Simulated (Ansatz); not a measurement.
The same molecule with X = C, Ge, Sn. Ansatz, PBE0-D4/def2-TZVP geometries, multiplicity 1.

Elements past krypton have def2 core potentials. Scalar relativity is left out up to krypton.

| X | molecule | mean X–Br bond length / Å | mean X–F bond length / Å | mean X–H bond length / Å | size of the dipole moment (B3LYP/def2-TZVPP) / D | LUMO energy (PBE/def2-TZVPP) / eV | LUMO energy (ωB97M-V/def2-TZVPP) / eV |
| --- | --- | --- | --- | --- | --- | --- | --- |
| C | `FCBr` | 1.935 | 1.352 | 1.088 | 1.75 | -1.19 | 1.89 |
| Ge | `[F][GeH2][Br]` | 2.286 | 1.731 | 1.529 | 2.15 | -1.61 | 1.26 |

Problem. Give the row for X = Sn, `[F][SnH2][Br]`. (An estimate is asked.)

Solution. The calculation gave: 
```json
{"X": "Sn", "molecule": "`[F][SnH2][Br]`", "mean X–Br bond length / Å": "2.458", "mean X–F bond length / Å": "1.914", "mean X–H bond length / Å": "1.695", "size of the dipole moment (B3LYP/def2-TZVPP) / D": "2.82", "LUMO energy (PBE/def2-TZVPP) / eV": "-2.30", "LUMO energy (ωB97M-V/def2-TZVPP) / eV": "0.51"}
```

From C to Sn the mean X–Br bond length rises at each step, by 0.523 Å in all; the mean X–F bond length rises at each step, by 0.562 Å in all; the mean X–H bond length rises at each step, by 0.607 Å in all; the LUMO energy (PBE/def2-TZVPP) falls at each step, by 1.11 eV in all; the LUMO energy (ωB97M-V/def2-TZVPP) falls at each step, by 1.38 eV in all. Bonds lengthen as the atom grows down the group. Dipoles are sizes alone, and their direction can turn along the series.

B3LYP here is the variant with VWN-RPA as its local correlation; programs differ in this.
